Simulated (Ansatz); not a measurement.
Relaxation of the cluster Be2Cl5⁻ with RKS PBE-D4/def2-SVPD.

```sh
$ ansatz run in.yaml --threads 4 --pin off --events-out ev --progress --plain --max-ram 4787MiB
```

```yaml
crystal:
  periodic: [false, false, false]
  atoms:
    - {symbol: Be, position_ang: [0.265250, 1.866000, 0.261180]}
    - {symbol: Be, position_ang: [-0.204120, -1.864830, -0.306380]}
    - {symbol: Cl, position_ang: [-1.986570, -2.248820, -0.915480]}
    - {symbol: Cl, position_ang: [-1.100740, 2.332790, 1.529830]}
    - {symbol: Cl, position_ang: [1.073900, -3.196240, 0.248070]}
    - {symbol: Cl, position_ang: [1.529280, 3.111820, -0.491180]}
    - {symbol: Cl, position_ang: [0.423020, -0.000720, -0.326040]}
basis:
  gaussian: {orbitals: def2-SVPD}
total_charge: -1
hamiltonian: {xc: pbe, dispersion: d4}
scf: {lower_state_search: "off"}
output: {orbitals: {seedname: orbitals}}
relax: {f_tol: 0.02, max_steps: 100}
```

Run time 31 s (4 threads of Arm Neoverse V2 on a shared host).

Positions (Å) and forces (eV/Å) at steps 1, 2, 3, 4, 5, 6, 7, 8, 9, 10, 12, 13, 14, 15, 16, 17, 19, 22 of 22:

```xyz
7
step=1 energy=-63382.0186 eV
Be    0.265    1.866    0.261   -0.314    0.946    0.416
Be   -0.204   -1.865   -0.306   -0.523   -0.923    0.123
Cl   -1.987   -2.249   -0.915    0.034    0.076   -0.010
Cl   -1.101    2.333    1.530    0.023   -0.078   -0.015
Cl    1.074   -3.196    0.248    0.035    0.104   -0.011
Cl    1.529    3.112   -0.491    0.009   -0.138   -0.045
Cl    0.423   -0.001   -0.326    0.736    0.013   -0.460
7
step=2 energy=-63382.1223 eV
Be    0.246    1.879    0.267   -0.247    0.523    0.285
Be   -0.223   -1.872   -0.286   -0.360   -0.508    0.052
Cl   -2.004   -2.215   -0.918    0.053    0.069    0.039
Cl   -1.123    2.299    1.547    0.051   -0.081   -0.060
Cl    1.077   -3.182    0.261   -0.005    0.034    0.014
Cl    1.525    3.094   -0.505   -0.013   -0.032   -0.016
Cl    0.502   -0.002   -0.366    0.522   -0.005   -0.315
7
step=3 energy=-63382.2076 eV
Be    0.227    1.885    0.271   -0.002   -0.056   -0.028
Be   -0.240   -1.875   -0.278    0.007    0.061    0.002
Cl   -2.038   -2.143   -0.880    0.049    0.090    0.049
Cl   -1.160    2.215    1.548    0.035   -0.110   -0.064
Cl    1.046   -3.186    0.297   -0.038   -0.041    0.026
Cl    1.490    3.114   -0.504   -0.030    0.084    0.020
Cl    0.676   -0.010   -0.454   -0.021   -0.028   -0.005
7
step=4 energy=-63382.2625 eV
Be    0.239    1.849    0.228    0.037   -0.100   -0.057
Be   -0.213   -1.838   -0.251    0.063    0.086    0.025
Cl   -2.027   -1.948   -0.844    0.023    0.065    0.027
Cl   -1.163    2.018    1.514    0.000   -0.055   -0.024
Cl    0.960   -3.249    0.342   -0.053    0.023   -0.002
Cl    1.376    3.201   -0.544   -0.058   -0.007    0.025
Cl    0.829   -0.033   -0.444   -0.013   -0.011    0.006
7
step=5 energy=-63382.3005 eV
Be    0.240    1.779    0.193    0.039   -0.030   -0.042
Be   -0.191   -1.768   -0.207    0.061    0.005   -0.058
Cl   -2.010   -1.755   -0.807    0.065    0.051    0.055
Cl   -1.178    1.840    1.478    0.049   -0.050   -0.052
Cl    0.892   -3.260    0.370   -0.075    0.043    0.015
Cl    1.273    3.219   -0.573   -0.070   -0.030    0.038
Cl    0.973   -0.055   -0.454   -0.069    0.011    0.045
7
step=6 energy=-63382.3135 eV
Be    0.242    1.748    0.176    0.030   -0.017   -0.028
Be   -0.178   -1.738   -0.198    0.036   -0.005   -0.047
Cl   -1.996   -1.672   -0.794    0.051    0.032    0.035
Cl   -1.174    1.751    1.463    0.042   -0.031   -0.035
Cl    0.856   -3.254    0.400   -0.056    0.028    0.017
Cl    1.227    3.226   -0.579   -0.056   -0.017    0.026
Cl    1.024   -0.061   -0.468   -0.047    0.011    0.031
7
step=7 energy=-63382.3243 eV
Be    0.247    1.707    0.154    0.015   -0.009   -0.018
Be   -0.159   -1.701   -0.186    0.017    0.009   -0.028
Cl   -1.970   -1.550   -0.786    0.024   -0.002    0.000
Cl   -1.158    1.627    1.448    0.029   -0.003    0.003
Cl    0.796   -3.251    0.446   -0.030    0.015    0.015
Cl    1.147    3.237   -0.598   -0.032   -0.010    0.011
Cl    1.098   -0.070   -0.478   -0.023    0.000    0.017
7
step=8 energy=-63382.3321 eV
Be    0.248    1.664    0.135    0.020    0.080    0.067
Be   -0.148   -1.661   -0.201   -0.002   -0.071    0.073
Cl   -1.929   -1.458   -0.881    0.060   -0.014   -0.021
Cl   -1.065    1.506    1.526    0.065    0.011   -0.064
Cl    0.703   -3.225    0.557   -0.059    0.102   -0.052
Cl    1.024    3.252   -0.650   -0.071   -0.103    0.026
Cl    1.168   -0.079   -0.486   -0.012   -0.005   -0.030
7
step=9 energy=-63382.3234 eV rejected
Be    0.311    1.616    0.178   -0.138    0.258   -0.177
Be   -0.161   -1.595   -0.161   -0.053   -0.226   -0.064
Cl   -1.871   -1.374   -1.030    0.151   -0.029    0.101
Cl   -0.963    1.368    1.609    0.209    0.014   -0.105
Cl    0.598   -3.184    0.670   -0.124    0.256   -0.065
Cl    0.857    3.260   -0.735   -0.070   -0.350    0.242
Cl    1.230   -0.093   -0.530    0.024    0.077    0.068
7
step=10 energy=-63382.3406 eV
Be    0.263    1.651    0.145    0.012    0.038    0.026
Be   -0.159   -1.642   -0.199   -0.001   -0.041    0.032
Cl   -1.909   -1.459   -0.959    0.025   -0.007   -0.010
Cl   -1.002    1.453    1.573    0.035   -0.001   -0.029
Cl    0.662   -3.179    0.630   -0.038    0.060   -0.019
Cl    0.976    3.252   -0.660   -0.041   -0.054    0.021
Cl    1.168   -0.077   -0.531    0.009    0.005   -0.021
7
step=12 energy=-63382.3559 eV
Be    0.290    1.603    0.143    0.033   -0.015    0.010
Be   -0.180   -1.578   -0.189   -0.014   -0.025   -0.023
Cl   -1.867   -1.437   -1.104    0.048   -0.009    0.041
Cl   -0.864    1.283    1.645    0.031   -0.026   -0.054
Cl    0.557   -3.054    0.810   -0.040    0.079   -0.014
Cl    0.869    3.257   -0.652   -0.027   -0.022    0.022
Cl    1.195   -0.075   -0.654   -0.030    0.017    0.019
7
step=13 energy=-63382.3652 eV
Be    0.337    1.564    0.150   -0.068   -0.041   -0.037
Be   -0.190   -1.529   -0.199   -0.056   -0.029    0.086
Cl   -1.855   -1.417   -1.172    0.114   -0.035    0.059
Cl   -0.787    1.127    1.656    0.108   -0.007   -0.116
Cl    0.483   -2.936    0.951   -0.059    0.153   -0.123
Cl    0.794    3.266   -0.628   -0.001   -0.067    0.075
Cl    1.218   -0.074   -0.758   -0.039    0.025    0.056
7
step=14 energy=-63382.3994 eV
Be    0.369    1.514    0.098   -0.039    0.086    0.028
Be   -0.235   -1.446   -0.159   -0.065    0.045    0.055
Cl   -1.883   -1.521   -1.153    0.007    0.026   -0.021
Cl   -0.797    0.986    1.540    0.033   -0.107   -0.075
Cl    0.495   -2.758    1.041    0.043   -0.001    0.038
Cl    0.880    3.282   -0.455    0.021   -0.021    0.007
Cl    1.172   -0.057   -0.913    0.000   -0.028   -0.032
7
step=15 energy=-63382.4442 eV
Be    0.395    1.477    0.063    0.052    0.148   -0.083
Be   -0.274   -1.358   -0.093   -0.101    0.102    0.086
Cl   -1.884   -1.527   -1.160    0.007   -0.002    0.013
Cl   -0.787    0.814    1.449    0.040   -0.119   -0.121
Cl    0.495   -2.642    1.129    0.036   -0.001    0.005
Cl    0.900    3.291   -0.363   -0.036   -0.173    0.066
Cl    1.156   -0.055   -1.025    0.001    0.044    0.033
7
step=16 energy=-63382.4972 eV
Be    0.425    1.449    0.026    0.102    0.110   -0.193
Be   -0.316   -1.271   -0.020   -0.122    0.114    0.111
Cl   -1.895   -1.523   -1.134   -0.025   -0.058   -0.022
Cl   -0.800    0.668    1.328   -0.013   -0.024    0.006
Cl    0.517   -2.555    1.176    0.045   -0.060   -0.004
Cl    0.920    3.284   -0.278   -0.049   -0.164    0.089
Cl    1.148   -0.053   -1.098    0.061    0.082    0.014
7
step=17 energy=-63382.4702 eV rejected
Be    0.456    1.446   -0.056    0.142   -0.204   -0.106
Be   -0.416   -1.159    0.100    0.106   -0.699   -0.329
Cl   -1.920   -1.593   -1.122    0.162    0.068    0.170
Cl   -0.808    0.582    1.221   -0.165    0.489    0.297
Cl    0.561   -2.512    1.176   -0.142    0.154   -0.095
Cl    0.955    3.272   -0.169   -0.040    0.108    0.049
Cl    1.172   -0.036   -1.151   -0.064    0.083    0.014
7
step=19 energy=-63382.5238 eV
Be    0.464    1.444   -0.036    0.001    0.002   -0.003
Be   -0.385   -1.226    0.038    0.000    0.005    0.001
Cl   -1.923   -1.627   -1.099   -0.002   -0.005    0.000
Cl   -0.838    0.659    1.230   -0.007   -0.001    0.002
Cl    0.568   -2.491    1.180    0.002    0.002    0.001
Cl    0.991    3.275   -0.136    0.004    0.000    0.005
Cl    1.122   -0.033   -1.176    0.001   -0.003   -0.007
7
step=22 energy=-63382.5243 eV
Be    0.471    1.441   -0.035   -0.019    0.007   -0.004
Be   -0.396   -1.221    0.032    0.002   -0.003   -0.001
Cl   -1.931   -1.685   -1.083   -0.005   -0.004   -0.006
Cl   -0.877    0.670    1.191   -0.005   -0.002    0.018
Cl    0.600   -2.440    1.188    0.001    0.000    0.002
Cl    1.051    3.257   -0.078    0.013    0.017    0.002
Cl    1.083   -0.021   -1.215    0.013   -0.015   -0.011
```

The structure comes from a short search, and lower isomers may exist.
